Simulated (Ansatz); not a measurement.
`S[SiH2]S` + `OCO` → `OCO[SiH2]S` + H₂S  (ligand exchange at the Si–S bond)

Computed with Ansatz on PBE0-D4/def2-TZVP structures; ΔE is electronic, products minus reactants. CCSD(T)/CBS is the MP2 limit (def2-TZVPP, def2-QZVPP) plus CCSD(T) − MP2 in def2-TZVPP, frozen cores. This one scheme is used for every species. Each species was taken in one conformer, which may not be the lowest.

```json
{"species": "`S[SiH2]S`", "SCS-MP2/def2-QZVPP energy (Eh)": "-1086.98578"}
{"species": "`OCO`", "SCS-MP2/def2-QZVPP energy (Eh)": "-190.71242"}
{"species": "`OCO[SiH2]S`", "SCS-MP2/def2-QZVPP energy (Eh)": "-878.78165"}
{"species": "H₂S", "SCS-MP2/def2-QZVPP energy (Eh)": "-398.93269"}
```

Q: Work out ΔE.

A: ΔE = (-878.78165) + (-398.93269) − (-1086.98578) − (-190.71242) = -0.01614 Eh = -42.4 kJ/mol. CCSD(T)/CBS gives -39.6 kJ/mol.

Largest T1 diagnostic among the species: 0.012.

In def2-TZVPP, CCSD(T) changes the Hartree–Fock value by +3.7 kJ/mol (the triples alone add +0.9 kJ/mol) and MP2 by +5.6 kJ/mol. The D4 term adds −4.5 kJ/mol with B3LYP and −2.8 kJ/mol with PBE0; it sums over pairs of atoms, weighted by their polarisabilities, and B3LYP, whose exchange is more repulsive, gets the larger term.

B3LYP here is the variant with VWN-RPA as its local correlation; programs differ in this.
